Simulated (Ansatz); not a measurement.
Calculated with Ansatz (gas phase, PBE0-D4/def2-TZVP geometries, no zero-point term in ΔE). CBS: MP2 limit from def2 TZ/QZ plus the TZ coupled-cluster correction, frozen cores. This one scheme is used for every species. Functionals use def2-TZVPP. For Ge outer-core shells are correlated without core-valence functions, which leaves a few kJ/mol of doubt a bond. Scalar relativity is left out up to krypton.

`[SiH3][C@H]1[O][Ge@@H]1[Cl]` → `[Cl][GeH]1[CH2][O]1` + `[SiH2]`  (silylene formation by 1,1-elimination)

CCSD(T)/CBS gives +2.46 eV.

(1) Another level gave +2.61 eV. Which?
A. r2SCAN/def2-TZVPP
B. PBE0-D4/def2-TZVPP
C. ωB97M-V/def2-TZVPP
D. PBE0/def2-TZVPP

Largest T1 diagnostic among the species: 0.014.

## Answers

(1) A. r2SCAN 2.61, ωB97M-V 2.38, PBE0 2.46, PBE0-D4 2.54 eV.

From PBE to PBE0 (25 % exact exchange), in def2-TZVPP and without D4, ΔE moves by +0.08 eV. In def2-TZVPP, CCSD(T) changes the Hartree–Fock value by +0.19 eV (the triples alone add +0.06 eV) and MP2 by +0.40 eV.
